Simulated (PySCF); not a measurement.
**Ionisation energy of Te²⁺ by level of theory**

Te²⁺ [Kr] 4d10 5s2 5p2 (3P) → Te³⁺ [Kr] 4d10 5s2 5p1 (2P), as a difference of total energies. Computed with PySCF 2.14 in def2-TZVPPD with the def2 core potential (28 electrons) (7s6p4d2f, 59 functions), with a scalar-relativistic core potential. Correlated levels: valence: 4s2 4p6 4d10 frozen; valence and next inner shell: nothing frozen outside the core potential. The calculations carry no spin-orbit coupling.

| method | ionisation energy (eV) |
| --- | --- |
| UHF | 26.969 |
| LDA | 27.713 |
| PBE | 27.492 |
| PBE0 | 27.561 |
| r2SCAN | 27.701 |
| r2SCAN0 | 27.727 |
| B3LYP | 27.563 |
| r2SCANh | 27.712 |
| B2PLYP | 27.412 |
| MP2 (valence) | 27.295 |
| SCS-MP2 (valence) | 27.232 |
| MP2 (valence and next inner shell) | 27.503 |
| SCS-MP2 (valence and next inner shell) | 27.381 |

How much does correlation contribute at MP2 (valence and next inner shell)?

27.503 − (26.969) = 0.534 eV, measured against UHF.

The reference lies between the lowest fine-structure levels, while these numbers refer to the centres of the terms.

Errors of the correlated levels include the incompleteness of this basis and the frozen core.

For comparison: 27.84 ± 0.04 eV (measured; NIST Atomic Spectra Database, ionization energies).
